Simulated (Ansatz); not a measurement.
Input file for Ansatz (an electronic-structure program): R-CCSD(T)/def2-TZVPPD on AlBrH2 (SMILES [AlH2][Br]), atoms moved off the minimum. Files ending in .json are basis or fitting sets from the Basis Set Exchange. The run froze 19 orbitals, filled d shells among them.

Ansatz 0.2 input:
```yaml
crystal:
  periodic: [false, false, false]
  atoms:
    - {symbol: Al, position_ang: [-0.90267599, -1.23021413, 0.21065210]}
    - {symbol: H, position_ang: [-0.36631330, -2.28212353, 1.23828171]}
    - {symbol: H, position_ang: [-2.20509243, -1.39661560, -0.76601869]}
    - {symbol: Br, position_ang: [0.48218057, 0.55527782, 0.05385345]}
basis:
  gaussian:
    orbitals: def2-TZVPPD.json
magnetization: {spin_polarized: false}
correlation: {method: ccsd_t, electrons: outside_noble_gas}
scf: {lower_state_search: off}
output: {forces: true}
```

The log:

```
WARN ansatz: RAYON_NUM_THREADS=1 ignored (pool sized by the plan → 1); use --threads N
Functional definition: HF
these checks for a lower state are left out or cut short: starts, cluster_reference, orbital_swaps, neighbouring_geometries, increment
integrals: 0.28 GiB planned
814 factors; integrals over basis functions are off by at most 1.3e-3 eV
mean field: 0.37 GiB planned
mean field evaluation 1: about -76614.6038 eV, gradient 1.2e1 eV
mean field evaluation 2: about -76614.6693 eV, gradient 1.3e1 eV
mean field evaluation 4: about -76615.3701 eV, gradient 1.7e0 eV
mean field evaluation 8: about -76615.3845 eV, gradient 8.8e-2 eV
mean field -76615.38452501 eV, -2815.5634495214 hartree, gradient 4.8e-6 eV, S^2 0.000000; 0 other end points of the search recorded, 0 dependent functions left out
19 core orbitals not correlated
reference -76615.38452501 eV, -2815.5634495214 hartree; 6, 6 occupied and 114, 114 virtual orbitals, 814 factors
densities: 0.91 GiB planned
second order -6.60748570 eV of doubles, -0.00000000 eV of singles
coupled cluster: 0.56 GiB planned
cycle   1  -7.19661472 eV  change   -5.9e-1 eV  update   5.9e-2
cycle   2  -7.41520404 eV  change   -2.2e-1 eV  update   1.9e-2
cycle   3  -7.43754696 eV  change   -2.2e-2 eV  update   7.1e-3
cycle   4  -7.43399771 eV  change    3.5e-3 eV  update   2.3e-3
cycle   5  -7.43369050 eV  change    3.1e-4 eV  update   7.8e-4
cycle   6  -7.43371581 eV  change   -2.5e-5 eV  update   2.6e-4
cycle   7  -7.43371400 eV  change    1.8e-6 eV  update   8.0e-5
cycle   8  -7.43373542 eV  change   -2.1e-5 eV  update   2.8e-5
cycle   9  -7.43373417 eV  change    1.3e-6 eV  update   8.5e-6
cycle  10  -7.43373066 eV  change    3.5e-6 eV  update   2.8e-6
perturbative correction -0.25408361 eV, -0.0093374003 hartree
the calculation of the forces begins
mean field evaluation 16: about -76615.3845 eV, gradient 4.8e-6 eV
Total energy: -76623.07233927 eV, -2815.8459714845 hartree
Atom 0 at    -0.902676    -1.230214     0.210652 Å, force    -0.358287    -0.144351    -0.506573 eV/Å
Atom 1 at    -0.366313    -2.282124     1.238282 Å, force    -0.169907    -0.135717     0.065371 eV/Å
Atom 2 at    -2.205092    -1.396616    -0.766019 Å, force     0.624698     0.153536     0.526800 eV/Å
Atom 3 at     0.482181     0.555278     0.053853 Å, force    -0.096505     0.126532    -0.085599 eV/Å
Dipole moment:    -0.195828    -0.185135     0.031710 e Å
Checks for a lower state left out: starts, cluster_reference, orbital_swaps, neighbouring_geometries, increment
```

The calculation finished and met its thresholds.

Cost: very roughly 40 core-seconds.
